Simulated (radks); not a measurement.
The numbers below are computed, except where a source is named.
Neutral thulium inside a hard spherical wall (all orbitals vanish at R), configuration held at [Xe] 4f13 6s2 and not refilled when levels cross. Level of theory: scalar-relativistic Kohn-Sham, LDA (Slater exchange, Perdew-Wang correlation), spin-polarised, spherical densities, point nucleus; open shells are filled with parallel spins first (spin-orbit coupling, left out, can overturn this in heavy ions) (a radial shooting solver on a logarithmic mesh with Libxc functionals). Eigenvalues in eV for spin up, with the zero of energy where the potential of the charges vanishes at infinity; a dash marks a level that is unbound or too diffuse for the functional's potential to be trusted. A positive occupied level is held by the wall or, in an anion where self-interaction has pushed it up, behind a barrier. The pressure on the wall is -dE/dV.

| R (bohr) | E (hartree) | kinetic (hartree) | e(5s) | e(5p) | e(6s) | e(4f) | e(6p, empty) | e(5d, empty) | pressure (GPa) |
|---|---|---|---|---|---|---|---|---|---|
| free | -13559.0334 | 14736.135 | -53.747 | -27.201 | -4.045 | -3.679 | - | - | 0 |
| 15 | -13559.0334 | 14736.135 | -53.746 | -27.199 | -4.044 | -3.677 | -1.160 | -0.975 | 0.000106 |
| 12 | -13559.0332 | 14736.138 | -53.724 | -27.178 | -4.027 | -3.656 | -1.086 | -0.945 | 0.00389 |
| 10 | -13559.0316 | 14736.152 | -53.622 | -27.077 | -3.945 | -3.557 | -0.858 | -0.831 | 0.0424 |
| 8 | -13559.0204 | 14736.228 | -53.188 | -26.650 | -3.546 | -3.131 | -0.034 | -0.378 | 0.465 |
| 5 | -13558.7851 | 14737.231 | -49.996 | -23.586 | 1.201 | 0.098 | 7.711 | 3.322 | 24.2 |
| 4 | -13558.2799 | 14739.147 | -46.575 | -20.362 | 9.068 | 3.817 | 19.107 | 7.923 | 133 |
| 3.5 | -13557.6077 | 14741.702 | -43.276 | -17.163 | 18.200 | 7.614 | 31.414 | 12.656 | 369 |
| 2.5 | -13552.1595 | 14761.606 | -25.899 | 1.646 | 75.975 | 28.432 | 101.38 | 39.564 | 4710 |
